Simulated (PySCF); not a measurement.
H₆Te, SMILES [TeH6]. Heavy atoms are numbered as in [TeH6:1]. Hydrogens are named by the atom that carries them.

Coordinates come from a B3LYP-D3(BJ)/def2-TZVP optimisation. The def2 effective core potentials stand for the cores of Te; spin–orbit coupling is left out.

Method: PBE0/def2-TZVPD in PySCF.

Mulliken values depend strongly on the basis, most of all with diffuse functions as here. ESP charges are fitted to the potential on shells at 1.4 to 2.0 van der Waals radii. Atomic charges (e), one atom of each kind:

```tsv
atom	Mulliken	ESP fit
Te1 (TeH6)	-0.14	0.40
H on Te1	0.02	-0.07
```
